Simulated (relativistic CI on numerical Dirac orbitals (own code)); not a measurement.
A reference radial Dirac CI calculation of Ne II gave the lowest total energy -127.93531 Ha in 11 SCF steps, from this input:

```
atom Ne  Z=10  charge=1  electrons=9
nucleus A=20  rms_radius_fm=3.0055
hamiltonian dirac-coulomb  breit=on  qed=on  c_scale=1
orbitals kli  potential=per-configuration
slater_scale 1
correlation none
mixing on
grid step=0.0125 r_max=34.5
scf mixing=0.4 start=green max_iterations=150 tolerance=2e-08 node_fill=0.05
configurations
  [He] 2s2 2p5
end
```

One setting was then changed (and the iteration limit cut to 87), and the output read:

```
SCF 1: [He] 2s2 2p5
 iter      energy (Ha)   residual   last orbital (Ha)
      2s not found; potential halved back
error: SCF of 1s2 2s2 2p5 stopped: an orbital could not be found
end: not converged
```

Q: Which setting was changed?
A. Breit term
B. charge
C. end of the grid
D. configuration list

A: C. The end of the grid at 1.03 bohr. This setting is bad on purpose; its numbers may not be properties of the ion.
